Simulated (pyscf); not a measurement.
# HC⁻=CH–CH₃, singlet

Gas-phase minimum from PySCF at ωB97X-D3(BJ)/def2-SVPD, one conformer. HC⁻=CH–CH₃ lies 16.1 kcal/mol over its isomer H₂C=CH–CH₂⁻ (electronic energy, ωB97M-D3(BJ)). 

```xyz
8

C      0.8283    -0.2178     0.1500
H      0.9282     0.8199    -0.2306
H      1.8477    -0.5380     0.4502
H      0.4975    -0.8590    -0.6829
C     -0.1781    -0.3302     1.2850
C     -1.2886    -1.1018     1.2293
H      0.1063     0.2961     2.1652
H     -1.8331    -0.9863     2.2015
```
Charge -1, spin multiplicity 1.

Bonds (Å): C1–H2 1.110, C1–H3 1.110, C1–H4 1.102, C1–C5 1.521, C5–C6 1.353, C5–H7 1.117, C6–H8 1.120. Angles (°): H2–C1–H3 106.2, H2–C1–H4 108.2, H2–C1–C5 112.6, H3–C1–H4 108.2, H3–C1–C5 112.6, H4–C1–C5 108.8, C1–C5–C6 123.7, C1–C5–H7 112.2, C6–C5–H7 124.1, C5–C6–H8 107.7.

Properties at ωB97X-D3(BJ)/def2-SVPD:

```yaml
harmonic_wavenumbers_unscaled: 205, 469, 583, 913, 983, 999, 1050, 1173, 1306, 1347, 1457, 1460, 1604, 2840, 2909, 2969, 3010, 3108 cm⁻¹
zero_point_energy: 40.6 kcal/mol
rotational_symmetry_number: 1
Entropy of this conformer at 298 K and 1 atm, rigid rotor and harmonic oscillator, modes under 100 cm⁻¹ raised to 100: 262.6 J/(mol K)
dipole_moment: depends on origin
```

Single-point totals, which compare only within one level (frozen core for MP2 and CC):

```
level                    total energy (hartree)
-----------------------  ----------------------
ωB97X-D3(BJ)/def2-TZVPD              -117.34659
PBE/def2-TZVPD                       -117.12014
r²SCAN/def2-TZVPD                    -117.20536
B3LYP-D3(BJ)/def2-TZVPD              -117.30184
PBE0-D3(BJ)/def2-TZVPD               -117.13512
M06-2X/def2-TZVPD                    -117.22199
ωB97M-D3(BJ)/def2-TZVPD              -117.31818
HF/def2-TZVPPD                       -116.44370
MP2/def2-TZVPPD                      -116.96721
CCSD/def2-TZVPPD                     -116.99592
CCSD(T)/def2-TZVPPD                  -117.02223
```

The CCSD(T) − MP2 part came from Ansatz, without density fitting, on the same reference.
